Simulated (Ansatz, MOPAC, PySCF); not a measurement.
Pair of molecules: SiH4 (SMILES [SiH4]) (first 5 atoms) with Si2H6 (SMILES [SiH3][SiH3]); geometry from B3LYP-D3(BJ)/def2-TZVP, rigid monomers moved along the line of their centres of mass till Si1···H11 is 3.58 Å.
(charge 0, multiplicity 1):
```json
[
 {"atom": "Si", "x (Å)": "-0.0956", "y (Å)": "0.1107", "z (Å)": "-0.1592"},
 {"atom": "H", "x (Å)": "-0.2077", "y (Å)": "-1.1479", "z (Å)": "0.6113"},
 {"atom": "H", "x (Å)": "-1.4479", "y (Å)": "0.5939", "z (Å)": "-0.5160"},
 {"atom": "H", "x (Å)": "0.6863", "y (Å)": "-0.1350", "z (Å)": "-1.3923"},
 {"atom": "H", "x (Å)": "0.5919", "y (Å)": "1.1291", "z (Å)": "0.6652"},
 {"atom": "Si", "x (Å)": "0.9235", "y (Å)": "-0.9050", "z (Å)": "4.2786"},
 {"atom": "Si", "x (Å)": "-0.7632", "y (Å)": "0.7239", "z (Å)": "4.2567"},
 {"atom": "H", "x (Å)": "0.3357", "y (Å)": "-2.2542", "z (Å)": "4.0972"},
 {"atom": "H", "x (Å)": "1.6328", "y (Å)": "-0.8684", "z (Å)": "5.5813"},
 {"atom": "H", "x (Å)": "1.9093", "y (Å)": "-0.6650", "z (Å)": "3.1988"},
 {"atom": "H", "x (Å)": "-1.6083", "y (Å)": "0.5987", "z (Å)": "3.0450"},
 {"atom": "H", "x (Å)": "-0.1704", "y (Å)": "2.0828", "z (Å)": "4.2805"},
 {"atom": "H", "x (Å)": "-1.6323", "y (Å)": "0.5638", "z (Å)": "5.4484"}
]
```

Interaction energies are E(AB) − E(A) − E(B) at the monomers' geometry in the complex; basis-set methods are counterpoise corrected. Rows marked so take none.

Frozen-core correlation. Rows in 3-21G, 6-31G* carry no dispersion term and start afresh at each structure (6-31G* with six Cartesian d functions). MP2/6-31G* freezes PySCF's default core. The state that PM6, PM7 reach isn't checked; PM7 holds dispersion and hydrogen-bond terms.

Run with Ansatz (an electronic-structure program); MOPAC for PM6, PM7 (differences of heats of formation); PySCF for 3-21G rows, 6-31G* rows, the dispersion terms. Each number belongs to the level named beside it.

Other levels give for the interaction energy: PBE/def2-TZVPPD -0.37; B3LYP/def2-TZVPPD 0.42; B3LYP-D3(BJ)/def2-TZVPPD -1.56; wB97M-V/def2-TZVPPD -1.23; CCSD(T)/aug-cc-pV(D+d)Z -1.08 kcal/mol.

What do these common cheap choices give for the same quantity: PM6, PM7, HF/3-21G (no counterpoise), HF/6-31G*, HF/6-31G* (no counterpoise), BP86/6-31G* (no counterpoise), B3LYP/3-21G (no counterpoise), MP2/6-31G* (no counterpoise)?

PM6 -0.12; PM7 -0.42; HF/3-21G (no counterpoise) -0.62; HF/6-31G* 0.39; HF/6-31G* (no counterpoise) 0.07; BP86/6-31G* (no counterpoise) 0.54; B3LYP/3-21G (no counterpoise) -0.52; MP2/6-31G* (no counterpoise) -0.85 kcal/mol. They span -0.85 to 0.54 kcal/mol.
